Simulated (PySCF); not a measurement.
**How methods differ on the excitation energy of Au²⁺**

Au²⁺ [Xe] 4f14 5d9 (2D) → Au²⁺ [Xe] 4f14 5d8 6s1 (4F), as a difference of total energies. Computed with PySCF 2.14 in aug-cc-pwCVTZ-PP with ECP60MDF (8s8p7d4f3g, 122 functions), with a scalar-relativistic core potential. Correlated levels: valence: 5s2 5p6 frozen; valence and next inner shell: nothing frozen outside the core potential. The calculations carry no spin-orbit coupling.

```csv
method,excitation energy (eV)
UHF,3.658
LDA,3.772
PBE,3.719
PBE0,3.862
r2SCAN,3.481
revPBE,3.732
MN15,3.926
PW91,3.710
MP2 (valence),4.225
SCS-MP2 (valence),4.439
MP2 (valence and next inner shell),3.920
SCS-MP2 (valence and next inner shell),4.078
```

Q: How much does correlation contribute at MP2 (valence and next inner shell)?

A: 3.920 − (3.658) = 0.262 eV, measured against UHF.
